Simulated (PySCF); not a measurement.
## Property card for `[PH3]->[Cu][Cl]` (Cu(PH3)Cl)

Species: Cu(PH3)Cl (singlet state).
Cartesian coordinates in Å at the PBE0-D3(BJ)/def2-SVP level; atoms count from 1:
```
atom  x, y, z in Å
Cu1   -0.003    0.001   -1.446
P2     0.002    0.001    0.725
H3    -1.212   -0.228    1.424
H4     0.413    1.167    1.421
H5     0.808   -0.938    1.419
Cl6   -0.008   -0.002   -3.545
```

From PBE0-D3(BJ)/def2-SVP geometry optimisation, gas phase (PySCF):

```
Point group                  : C3v
Rotational constants A, B, C : 109.324, 1.545, 1.545 GHz
```

**CAM-B3LYP/def2-SVPD ground state and vertical TDDFT (core frozen in the response) (PySCF)**

```
Dipole moment                                                     : 8.21 D
HOMO energy                                                       : -8.49 eV
LUMO energy                                                       : -0.05 eV
HOMO–LUMO gap                                                     : 8.44 eV
Lowest singlet excitation                                         : 5.29 eV (234 nm, f = 0.000)
Lowest triplet excitation (Tamm–Dancoff)                          : 5.05 eV
Static isotropic polarisability                                   : 64.0 au
Electronic spatial extent ⟨r²⟩ about the centre of nuclear charge : 714 bohr²
```

**B3LYP/pcSseg-1 (pcSseg-2 on Cu) ground state and GIAO shieldings, non-relativistic (PySCF)**

```
1H chemical shifts (computed TMS as zero) by class : 3.56 (H3/H4/H5) ppm
```

**delta-SCF UKS SCAN, pcX-2 on the ionised atom (unc-x2c-TZVPall on a metal), pcseg-1 elsewhere, spin-free X2C; 2p3/2 from a spin–orbit splitting computed afterwards within the 2p shell (PySCF)**

```
Core binding energies : P2p3/2 138.5 (P2), Cl2p3/2 203.7 (Cl6), Cu2p3/2 938.7 (Cu1), P1s 2152.2 (P2), Cl1s 2826.4 (Cl6) eV
```

Monoisotopic mass (most abundant isotopes): 131.8957 u.

In atomic units the dipole is 3.23 e·bohr (1 au = 2.5417 D). With B = h/(8π²I), that is 505.379 GHz u Å² over I, the principal moments of inertia are 4.62, 327.2 and 327.2 u Å² (most abundant isotopes). No computed singlet falls in the visible range (750 to 380 nm, 1.65 to 3.26 eV); S1 lies 2.03 eV above its blue end. The principal polarisabilities are 53.1, 53.1 and 85.8 au; their mean is the isotropic value. S1 lies 3.15 eV below the HOMO–LUMO gap.

 Metal 2p energies of this one-determinant scheme are less reliable than its 1s energies.

For the TDDFT job (CAM-B3LYP/def2-SVPD), on one thread, Arm Neoverse V2 (shared host), this took 11 s of wall time.
